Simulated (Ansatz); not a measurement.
Worked example: a bond strength in C2H3ClNSi (SMILES C[Si](Cl)C#N)

The species is C2H3ClNSi (8 atoms), meant as a doublet with charge 0. SMILES: `C[Si](Cl)C#N`. Geometry: optimised at wB97X-V/def2-SVP.

```
atom    x (Å)    y (Å)    z (Å)
   C  -0.7134  -0.5423   0.7879
  Si   0.6014   0.6682   0.2404
  Cl   2.4961  -0.0988   0.5146
   C   0.4026   1.0026  -1.5817
   N   0.2468   1.2842  -2.6968
   H  -0.5976  -1.4881   0.2313
   H  -0.6289  -0.7525   1.8654
   H  -1.7148  -0.1304   0.5832
```

Wanted: the dissociation energy of the C4–Si2 bond into doublet CN and singlet CH3ClSi (shapes relaxed at wB97X-V/def2-SVP, no zero-point term). 1 Eh = 2625.50 kJ/mol = 27.2114 eV. Totals in Eh; open shells run unrestricted unless said.

```tsv
level	program	C2H3ClNSi	doublet CN	singlet CH3ClSi
UB3LYP/def2-SVP	Ansatz	-882.161690	-92.638488	-789.379198
UPBE0-D4/def2-SVP	Ansatz	-881.706617	-92.526098	-789.025116
UB2PLYP/def2-SVP, 13 core orbitals frozen	Ansatz	-881.720598	-92.554870	-789.019494
```

Q: Work out the dissociation energy at each level.

A: 
1. UB3LYP/def2-SVP: (-92.638488) + (-789.379198) − (-882.161690) = 0.144004 Eh = 378.1 kJ/mol = 3.92 eV.
2. UPBE0-D4/def2-SVP: (-92.526098) + (-789.025116) − (-881.706617) = 0.155403 Eh = 408.0 kJ/mol = 4.23 eV.
3. UB2PLYP/def2-SVP: (-92.554870) + (-789.019494) − (-881.720598) = 0.146234 Eh = 383.9 kJ/mol = 3.98 eV.

The levels span 378 to 408 kJ/mol; no measured value is set beside them. A fragment with an even electron count was run as a singlet and may have a lower triplet. A bond enthalpy at 298 K also holds the loss of zero-point energy and thermal terms.
